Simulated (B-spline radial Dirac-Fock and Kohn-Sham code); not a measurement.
# Elastic electron scattering at 20 keV, Sc to Ru

Calculated with a radial finite-basis atomic code, using relativistic (Dirac) partial waves in the static field of the Dirac-Fock atom with Furness-McCarthy exchange, without polarisation or absorption potentials. σ_tr1 and σ_tr2 weight the cross section with 1 − P₁ and 1 − P₂ of cos θ; "backward" is the share scattered beyond 90°.

```csv
Z,element,σ (a₀²),σ_tr1 (a₀²),σ_tr2 (a₀²),backward (%),dσ/dΩ at 90° (a₀²/sr)
21,Sc,0.820,0.00689,0.0165,0.089,0.000230
22,Ti,0.825,0.00749,0.0179,0.098,0.000254
23,V,0.826,0.00811,0.0193,0.11,0.000280
24,Cr,0.756,0.00873,0.0207,0.13,0.000306
25,Mn,0.817,0.00938,0.0221,0.13,0.000334
26,Fe,0.810,0.0100,0.0236,0.14,0.000364
27,Co,0.802,0.0107,0.0250,0.16,0.000395
28,Ni,0.793,0.0114,0.0265,0.17,0.000427
29,Cu,0.727,0.0121,0.0279,0.21,0.000461
30,Zn,0.773,0.0128,0.0294,0.21,0.000496
31,Ga,0.851,0.0135,0.0310,0.21,0.000533
32,Ge,0.909,0.0142,0.0325,0.21,0.000571
33,As,0.954,0.0150,0.0341,0.21,0.000610
34,Se,0.990,0.0158,0.0357,0.22,0.000651
35,Br,1.02,0.0166,0.0373,0.23,0.000693
36,Kr,1.04,0.0174,0.0389,0.24,0.000737
37,Rb,1.25,0.0182,0.0406,0.21,0.000781
38,Sr,1.41,0.0190,0.0423,0.20,0.000827
40,Zr,1.50,0.0207,0.0457,0.21,0.000922
41,Nb,1.44,0.0216,0.0474,0.23,0.000972
42,Mo,1.44,0.0225,0.0491,0.25,0.00102
43,Tc,1.52,0.0234,0.0508,0.25,0.00107
44,Ru,1.44,0.0242,0.0525,0.27,0.00113
```
